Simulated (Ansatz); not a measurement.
`CCB(C)F` and `CBCC` differ in one atom or group.

Ansatz, PBE0-D4/def2-TZVP geometries, multiplicity 1. Each molecule was computed in one conformer, which needn't be the lowest.

```csv
property,`CCB(C)F`
HOMO–LUMO gap (B3LYP/def2-TZVPP) / eV,8.03
HOMO energy (B3LYP/def2-TZVPP) / eV,-8.18
LUMO energy (PBE/def2-TZVPP) / eV,-0.94
HOMO–LUMO gap (PBE/def2-TZVPP) / eV,5.96
size of the dipole moment (ωB97M-V/def2-TZVPP) / D,1.29
zero-point energy (PBE0-D4/def2-TZVP) / kJ/mol,284.3
```

(1) What does the change do to each property? (An estimate is asked.)

Results:

(1) Ansatz gave: 
| property | `CBCC` | shift |
| --- | --- | --- |
| HOMO–LUMO gap (B3LYP/def2-TZVPP) / eV | 7.38 | -0.65 |
| HOMO energy (B3LYP/def2-TZVPP) / eV | -8.20 | -0.02 |
| LUMO energy (PBE/def2-TZVPP) / eV | -1.61 | -0.67 |
| HOMO–LUMO gap (PBE/def2-TZVPP) / eV | 5.40 | -0.56 |
| size of the dipole moment (ωB97M-V/def2-TZVPP) / D | 0.37 | -0.92 |
| zero-point energy (PBE0-D4/def2-TZVP) / kJ/mol | 297.4 | 13.1 |

Dipoles are sizes alone; their direction can turn.

B3LYP here is the variant with VWN-RPA as its local correlation; programs differ in this.
